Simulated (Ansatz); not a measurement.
Frontier orbitals of `[CH3][Bi]([F])[Cl]`.

The species carries charge 0 and has multiplicity 1. Correlated methods include outer-core shells of Bi, which these sets cover unevenly. Bi: def2 effective core potential. The geometry is a stationary point of PBE0-D4/def2-TZVP. Basis def2-TZVPP, the Gaussian-basis code of Ansatz.

Orbital energies of one run (eV). Highest occupied ones, from the top: -6.46, -7.33, -7.54, -8.04, -8.79, -9.02, -9.47, -10.24, -10.32, -14.69, -17.42, -19.62, -26.55, -27.70. Empty: -2.17, -2.14, -0.70, 0.94, 1.83, 2.19.

**Question.** Which functional gave them?
A. ωB97X-V
B. CAM-B3LYP
C. LC-ωPBE
D. BLYP

**Answer.** D. HOMO energies: BLYP -6.46, LC-ωPBE -10.30, ωB97X-V -9.97, CAM-B3LYP -9.05 eV.

LC-ωPBE has ω = 0.4 bohr⁻¹.
